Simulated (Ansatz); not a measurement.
An input meant for [BBrH3]- (BH₃Br⁻) (charge -1, singlet).

```yaml
crystal:
  periodic: [false, false, false]
  atoms:
    - {symbol: B, position_ang: [-0.001912, 0.002609, -0.238139]}
    - {symbol: Br, position_ang: [0.014760, -0.021615, 1.920556]}
    - {symbol: H, position_ang: [1.175123, 0.011408, -0.569350]}
    - {symbol: H, position_ang: [-0.598308, 1.025125, -0.544683]}
    - {symbol: H, position_ang: [-0.589663, -1.017537, -0.568394]}
basis:
  gaussian: {orbitals: aug-cc-pVDZ}
total_charge: -1
hamiltonian: {xc: {name: PBE}}
scf: {max_iter: 3}
```

```sh
$ ansatz run in.yaml --threads 4 --pin off --events-out ev --progress --plain --max-ram 3916MiB
```

Shortened log:

```
Error: invalid value for `basis.gaussian`: such a run doesn't read scf.max_iter; remove what it names
```

**Question.** What is wrong with this run?

**Answer.** The input holds a key that doesn't belong there. The program refused the input.
